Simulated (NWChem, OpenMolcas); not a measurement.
# How basis sets differ on InHCl2O (SMILES [OH][In]([Cl])[Cl])

The species is InHCl2O (5 atoms), meant as a singlet with charge 0. As SMILES, `[OH][In]([Cl])[Cl]`. The shape is that of a PBE0-D4/def2-TZVP optimisation.

```xyz
5

O    -0.3478    1.5102   -0.1372
In   -0.0879   -0.4329   -0.1008
Cl    1.7226   -1.3206    1.0199
Cl   -1.5806   -1.8016   -1.1706
H     0.3436    1.9712    0.3472
```

Each level gives the HOMO–LUMO gap (eV). The values are calculated.

```json
{"level": "HF/ANO-RCC-MB (DKH2)", "kind": "Hartree–Fock", "program": "OpenMolcas", "value (eV)": "13.15"}
{"level": "HF/STO-3G", "kind": "Hartree–Fock", "program": "NWChem", "value (eV)": "14.42"}
{"level": "HF/3-21G", "kind": "Hartree–Fock", "program": "OpenMolcas", "value (eV)": "13.16"}
{"level": "HF/def2-SVP (core potential)", "kind": "Hartree–Fock", "program": "OpenMolcas", "value (eV)": "13.58"}
```

All-electron rows without a relativistic Hamiltonian named are non-relativistic, while core potentials hold scalar relativity, so basis and relativity change together. The values span 13.15 to 14.42 eV. A Hartree–Fock LUMO above zero doesn't converge with the basis: it sinks as sets grow more diffuse. Orbital gaps aren't excitation energies.
